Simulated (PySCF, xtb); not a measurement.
Si(H)(I)2(OMe) (CH4I2OSi), SMILES CO[SiH](I)I.

GFN2-xTB in xtb at its own geometry gives an orbital gap of 5.56 eV and a dipole moment of 6.04 D.

Geometry optimised at B3LYP-D3(BJ)/def2-SVP. The def2 effective core potentials stand for the cores of I; spin–orbit coupling is left out. One conformer was computed; it need not be the lowest.

Question: What does r2SCAN/def2-TZVP (PySCF) give? (An estimate is asked for; the answer gives what the named calculation found.)

Answer: gap 4.94 eV (levels -6.81 and -1.87 eV), dipole 1.86 D.
